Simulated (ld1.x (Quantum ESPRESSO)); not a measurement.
## Sr, ultrasoft: configuration errors across variants

strontium, ultrasoft, made with ld1.x (Quantum ESPRESSO) 7.5 (LDA (PZ), scalar-relativistic). Core [Ar] 3d10, reference 4s2 4p6 4d0 5s2 5p0. Waves: 4s (bound): rcut 1.75, rcutus 1.95 bohr; 5s (bound): rcut 1.75, rcutus 1.95 bohr; 4p (bound): rcut 2.15, rcutus 2.45 bohr; 5p (bound, empty): rcut 2.15, rcutus 2.45 bohr; 4d (bound, empty): rcut 2.40, rcutus 3.35 bohr; 4d channel at 0.45 Ry: rcut 2.40, rcutus 3.35 bohr. Local part: all-electron potential smoothed inside 2.70 bohr (lloc = -1). Core correction: Bessel-smoothed model core, default radius (core density twice the valence density). Augmentation charge: PSQ, inside the norm-conserving radii.

All-electron excitation energies from the reference (eV): (1) 4s2 4p6 4d0 5s1 5p0 6.063; (2) 4s2 4p6 4d0 5s0 5p0 17.244; (3) 4s2 4p6 4d0 5s1.5 5p0 2.413; (4) 4s2 4p6 4d1 5s1 5p0 2.340; (5) 4s2 4p6 4d0 5s1 5p1 2.391; (6) 4s2 4p6 4d1 5s0 5p0 7.861; (7) 4s2 4p5 4d0 5s2 5p0 28.380; (8) 4s2 4p6 4d0 5s1 5p0 spin 5.887; (9) 4s2 4p6 4d0 5s1.5 5p0 spin 2.379.

Spin tests fill each open shell by Hund’s rule, majority spin first.

The overlap operator is not positive definite (basis up to 400 Ry) in “waves 4s (bound): rcut 1.30, rcutus 1.38 bohr; 5s (bound): rcut 1.30, rcutus 1.38 bohr”, “waves 4s (bound): rcut 1.72, rcutus 1.82 bohr; 5s (bound): rcut 1.72, rcutus 1.82 bohr”, “waves 4s (bound): rcut 1.75, rcutus 2.96 bohr; 5s (bound): rcut 1.75, rcutus 2.96 bohr”. Such files are unfit for use, however small their errors in these radial tests.

2 further variants failed, have other tests or too few solved ones, and are left out.

Errors AE − PS in meV (a dash: test not solved or not reliable):

| change | (1) | (2) | (3) | (4) | (5) | (6) | (7) | (8) | (9) | bound ghosts |
| --- | --- | --- | --- | --- | --- | --- | --- | --- | --- | --- |
| base | -0.8 | -6.4 | -0.1 | -4.3 | -5.2 | -11 | -68 | -0.9 | -0.2 | none |
| waves 4s (bound): rcut 1.30, rcutus 1.38 bohr; 5s (bound): rcut 1.30, rcutus 1.38 bohr | -0.3 | -0.7 | -0.1 | -1.2 | -2.2 | -1.9 | -118 | -0.1 | -0.1 | not determined (overlap not positive) |
| waves 4s (bound): rcut 1.72, rcutus 1.82 bohr; 5s (bound): rcut 1.72, rcutus 1.82 bohr | -0.6 | -2.7 | -0.1 | -2.8 | -3.9 | -6.1 | -109 | -0.6 | -0.1 | not determined (overlap not positive) |
| waves 4s (bound): rcut 1.75, rcutus 2.16 bohr; 5s (bound): rcut 1.75, rcutus 2.16 bohr | – | – | – | – | – | – | – | – | – | none |
| waves 4s (bound): rcut 1.75, rcutus 2.96 bohr; 5s (bound): rcut 1.75, rcutus 2.96 bohr | – | – | – | – | – | – | – | – | – | not determined (overlap not positive) |

(1) Give the same row for: waves 4s (bound): rcut 1.50, rcutus 1.58 bohr; 5s (bound): rcut 1.50, rcutus 1.58 bohr.

Results:

(1) -0.3, -0.7, -0.1, -1.1, -1.9, -1.5, -118, -0.1, 0.0; bound ghosts: none.
